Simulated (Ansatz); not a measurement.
CH6O2Si2, SMILES `O[SiH2][SiH]1CO1` at its PBE0-D4/def2-TZVP geometry, where that method's forces vanish. Charge 0, multiplicity 1.

```tsv
atom	x (Å)	y (Å)	z (Å)
O1	0.948	-1.061	-1.576
Si2	-0.616	-1.189	-1.068
Si3	-0.621	0.146	0.847
C4	0.465	1.603	0.815
O5	1.001	0.329	1.284
H6	1.570	-0.829	-0.879
H7	-0.997	-2.593	-0.746
H8	-1.512	-0.702	-2.146
H9	-1.576	-0.018	1.973
H10	0.927	1.958	-0.104
H11	0.411	2.355	1.600
```

Task: For each bond, give half the difference of the two atoms' forces along it (eV/Å; positive pushes the atoms apart) under PBE-D4, r2SCAN-D4, B3LYP-D4, ωB97M-V in def2-TZVPP. (Estimate.)

Result: Computed: 
```tsv
bond	length (Å)	PBE-D4	r2SCAN-D4	B3LYP-D4	ωB97M-V
O1–Si2	1.649	0.37	0.08	0.16	0.14
O1–H6	0.963	0.34	0.01	-0.02	-0.06
Si2–Si3	2.335	-0.26	-0.07	0.06	0.05
Si2–H7	1.490	0.03	-0.02	-0.12	-0.15
Si2–H8	1.484	0.05	-0.02	-0.12	-0.16
Si3–C4	1.817	0.43	0.22	0.27	0.14
Si3–O5	1.689	0.71	0.24	0.21	0.07
Si3–H9	1.485	-0.04	-0.06	-0.15	-0.15
C4–O5	1.460	0.50	0.36	0.40	0.27
C4–H10	1.088	0.03	-0.08	-0.14	-0.11
C4–H11	1.088	0.03	-0.08	-0.15	-0.12
```

B3LYP here is the variant with VWN-RPA as its local correlation; programs differ in this.
